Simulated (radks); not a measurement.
Polarisability of the indium ion In3+, [Kr] 4d10, at imaginary frequency. Method: scalar-relativistic Kohn-Sham, LDA (Slater exchange, Perdew-Wang correlation), spin-polarised, spherical densities, finite nucleus; Fermi nuclear charge, rms radius 4.6156 fm; computed with a radial shooting solver on a logarithmic mesh with Libxc functionals. Response by self-consistent Sternheimer equations with the Hartree and adiabatic LDA kernel, the relativistic mass of each level held fixed and spin-orbit coupling left out.

| w (hartree) | alpha1(iw) (bohr^3) | alpha2(iw) (bohr^5) |
|---|---|---|
| 0.00266 | 3.540 | 10.01 |
| 0.0143 | 3.539 | 10.00 |
| 0.0360 | 3.537 | 9.985 |
| 0.0697 | 3.530 | 9.927 |
| 0.118 | 3.512 | 9.784 |
| 0.186 | 3.473 | 9.485 |
| 0.280 | 3.394 | 8.945 |
| 0.413 | 3.247 | 8.107 |
| 0.605 | 2.993 | 7.007 |
| 0.892 | 2.600 | 5.763 |
| 1.35 | 2.060 | 4.463 |
| 2.12 | 1.409 | 3.119 |
| 3.59 | 0.7621 | 1.795 |
| 6.94 | 0.2890 | 0.7162 |
| 17.5 | 0.06648 | 0.1435 |

Static values: alpha1 = 3.540 bohr^3 (0.5245 angstrom^3; uncoupled 5.327), alpha2 = 10.01 bohr^5, alpha3 = 36.90 bohr^7. C6 = 15.69, C8 = 188.2, triple-dipole C9 = 39.12 atomic units. One-pole (London) frequency 4 C6 / (3 alpha1^2) = 1.670 hartree, against 1.769 for minus the highest occupied eigenvalue.
